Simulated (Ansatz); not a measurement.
Several settings on one geometry of SnH3(NHEt) (C₂H₉NSn) (that of the charge 0 singlet, PBE-D4/def2-SVP). Ansatz on 4 threads of Arm Neoverse V2 on a shared host; times are rough.

```csv
atom,x (Å),y (Å),z (Å)
Sn1,0.514,1.640,1.139
H2,0.329,1.997,2.819
H3,2.199,1.380,0.778
H4,-0.106,2.896,0.128
N5,-0.749,0.033,0.795
C6,-0.883,-0.512,-0.552
C7,0.311,-1.313,-1.087
H8,-0.595,-0.717,1.481
H9,-1.792,-1.158,-0.582
H10,-1.103,0.330,-1.246
H11,1.226,-0.687,-1.144
H12,0.111,-1.713,-2.103
H13,0.538,-2.176,-0.426
```

Totals from different functionals, basis sets or treatments of relativity can't be compared as stabilities.

In the def2 sets Sn takes a core potential; there is no spin–orbit coupling. Correlated methods freeze 7 core orbitals; core or outer-core shells of Sn are correlated, in sets that lack core-valence functions.

The spins typed aren't always the lowest for that charge.

Q: Give the basis size and estimate the energy, ⟨S²⟩ and time of these runs.

```
run                     method  charge    state                                                                                                           further keys
  1          ROKS ωB97X/STO-3G       1  doublet                                     nuclear_model: gaussian; scf: {omitted_lower_state_checks: [starts]}; forces asked
  2      RKS ωPBEh/def2-mTZVPP       0  singlet  point_charges: [{charge: -1.00, position_ang: [5.386, -0.746, -0.015]}]; scf: {lower_state_search: off}; forces asked
  3  RKS B2GP-PLYP/def2-mTZVPP       0  singlet                                                                                        scf: {lower_state_search: full}
```

A: 
```csv
run,functions,energy (Eh),⟨S²⟩,wall time
1,51,-6099.9179,–,3.4 s
2,143,-350.5396,–,1.9 s
3,143,-350.1684,–,2.3 s
```
